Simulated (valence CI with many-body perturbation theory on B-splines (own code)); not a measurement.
# Fe XX: fill in the table

Level of theory: relativistic CI+MBPT: five valence electrons over a frozen Dirac-Fock core [He], a basis of 11 s, 11 p, 10 d, 8 f, 5 g, 2 h functions for each j, with the one-electron correlation potential Σ1, the two-electron term Σ2, the three-electron term Σ3, Breit, model QED; selected CI, second order for the rest, scaled by the run's own slope (own B-spline code, finite nucleus).

No measured spectrum was set against this ion. As an estimate, levels of excited configurations hold to 0.05 to 0.15 % of their energy, terms of the ground configuration to about 0.5 %. Among the levels kept, up to 5400 cm⁻¹ of a level comes from second order outside the variational space, and about a tenth of that is noise between levels of different J, which matters for small intervals.

| Level | E (cm⁻¹) |
| --- | --- |
| 2s²2p³ ⁴S°_3/2 | 0 |
| 2s²2p³ ²D°_3/2 | 138890 |
| 2s²2p³ ²D°_5/2 | 176380 |
| 2s²2p³ ²P°_1/2 | 260710 |
| 2s²2p³ ²P°_3/2 | 323660 |
| 2s2p⁴ ⁴P_5/2 | ? |
| 2s2p⁴ ⁴P_3/2 | ? |
| 2s2p⁴ ⁴P_1/2 | 842710 |
| 2s2p⁴ ²D_3/2 | 1043100 |
| 2s2p⁴ ²D_5/2 | ? |
| 2s2p⁴ ²S_1/2 | 1196200 |
| 2s2p⁴ ²P_3/2 | ? |
| 2s2p⁴ ²P_1/2 | 1341000 |
| 2p⁵ ²P°_3/2 | 1955400 |
| 2p⁵ ²P°_1/2 | 2063100 |
| 2s²2p²3s ⁴P_1/2 | ? |
| 2s²2p²3s ⁴P_3/2 | 7223800 |
| 2s²2p²3s ²P_1/2 | 7253800 |
| 2s²2p²3s ⁴P_5/2 | ? |
| 2s²2p²3s ²P_3/2 | 7297000 |

Names give the largest LS component (configuration and term), which can be under half, so a name can repeat, a term be missing and a line seem to break the LS rules; names also repeat where a configuration has a term twice.

Question: The levels stand in rising order. What does the calculation give for the missing energies?

Answer: 2s2p⁴ ⁴P_5/2 752910; 2s2p⁴ ⁴P_3/2 820820; 2s2p⁴ ²D_5/2 1058900; 2s2p⁴ ²P_3/2 1243300; 2s²2p²3s ⁴P_1/2 7157300; 2s²2p²3s ⁴P_5/2 7266000.
